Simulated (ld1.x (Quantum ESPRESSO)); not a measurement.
PBE RRKJ dataset for gallium (Ga), scalar-relativistic all-electron reference.

| Quantity | Value |
| --- | --- |
| Element | Ga (Z = 31) |
| Generator | ld1.x (Quantum ESPRESSO) 7.5 |
| Type | norm-conserving RRKJ (Kleinman–Bylander form) |
| Functional | PBE |
| Relativity | scalar-relativistic |
| Frozen core | [Ar] |
| Valence charge | 13 |
| Reference configuration | 3d10 4s2 4p0 (charge +1) |
| Partial waves | 4p (bound, empty): rc 2.30 bohr; 3d (bound): rc 1.30 bohr; 4s (bound): rc 1.60 bohr |
| Local potential | the s channel |
| Core correction | none |

* Cutoffs needed: 140 Ry and 200 Ry (the cutoffs (Ry, on a coarse ladder) from which the occupation-weighted sum of valence levels, in a spherical-Bessel basis at the reference potential, stays within 10 and 1 mRy of its value at 400 Ry)
* Ghost test: no extra level below or beside the all-electron valence levels (p, d, s, f tested) (spherical-Bessel basis up to 400 Ry, 20 bohr box)
* Largest excitation error: -207 meV (all-electron minus pseudo) for 3d9 4s0 4p0, out of 7 test configurations
